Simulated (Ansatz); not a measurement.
SiEt(NCO)3 (C₅H₅N₃O₃Si), relaxed as a singlet with RKS r2SCAN-D4/def2-SVP in Ansatz, starting from the GFN2-xTB geometry. Force threshold 0.03 eV/Å.

Start:

Cartesian coordinates in Å:
```
Si 0.1305 0.6863 0.1813
C -0.2464 -1.0514 0.8421
C -0.4513 -2.0819 -0.2684
H -1.1411 -1.0210 1.4663
H 0.5685 -1.3838 1.4876
H -0.6578 -3.0624 0.1555
H -1.2884 -1.8022 -0.9045
H 0.4370 -2.1602 -0.8916
N -1.1404 1.3136 -0.7888
C -1.9841 1.2420 -1.6242
O -2.8237 1.2532 -2.4143
N 1.5764 0.7295 -0.7458
C 2.3510 0.3228 -1.5511
O 3.1509 -0.0106 -2.3114
N 0.3488 1.8813 1.3857
C 0.5084 2.3226 2.4770
O 0.6618 2.8222 3.5046
```

Problem. Estimate the energy that the relaxation releases and the steps that it takes.

Solution. 5.5 kcal/mol, in 15 steps; 60 s on 4 threads of Arm Neoverse V2 on a shared host. No frequencies were taken in this run, so the end may be a saddle point.

Problem. Does the start keep its bonding?

Solution. By distances, no bond broke or formed. The bond that changes most is Si1–C2, from 1.90 to 1.85 Å (atoms count from 1).

Problem. Predict the relaxed structure.

Solution. 
```
atom    x (Å)    y (Å)    z (Å)
 Si1   0.1041   0.4887   0.1731
  C2  -0.2695  -1.1965   0.8442
  C3  -0.4920  -2.2625  -0.2336
  H4  -1.1569  -1.1023   1.4963
  H5   0.5649  -1.4792   1.5117
  H6  -0.7112  -3.2444   0.2132
  H7  -1.3379  -2.0003  -0.8890
  H8   0.3972  -2.3811  -0.8732
  N9  -1.1836   1.0460  -0.8096
 C10  -2.0304   1.4746  -1.5480
 O11  -2.8644   1.8843  -2.2609
 N12   1.5236   0.4547  -0.7853
 C13   2.4897   0.4909  -1.5002
 O14   3.4352   0.5153  -2.1910
 N15   0.3385   1.6141   1.4398
 C16   0.5125   2.4472   2.2887
 O17   0.6802   3.2505   3.1238
```
Bond lengths: 3 × C–O 1.17 Å; 3 × N–Si 1.71 Å; 3 × C–N 1.20 Å; 1 × C–Si 1.85 Å; 1 × C–C 1.53 Å; 5 × C–H 1.10 to 1.11 Å.
